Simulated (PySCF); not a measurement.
Ga(Me)2 (C₂H₆Ga), SMILES [CH3][Ga+][CH3], charge +1.

Geometry optimised at ωB97X-D3(BJ)/def2-SVP. The multiplicity is an assumed one; other spin states were not compared. The isomer is the one that the SMILES or the coordinates give; other isomers of the formula were not compared.

Level of theory: r2SCAN/def2-TZVPD in PySCF.

Symmetry labels are those of the subgroup C2 that the program uses (full group D3).

Computed valence orbital energies around the gap with their symmetry:
```
orbital  symmetry  energy (eV)
-------  --------  -----------
HOMO−7          B       -23.34
HOMO−6          A       -23.30
HOMO−5          A       -16.03
HOMO−4          B       -15.73
HOMO−3          A       -15.73
HOMO−2          A       -15.48
HOMO−1          B       -15.48
HOMO            B       -13.37
LUMO            B        -7.17
LUMO+1          A        -7.17
LUMO+2          A        -6.26
LUMO+3          A        -3.01
```
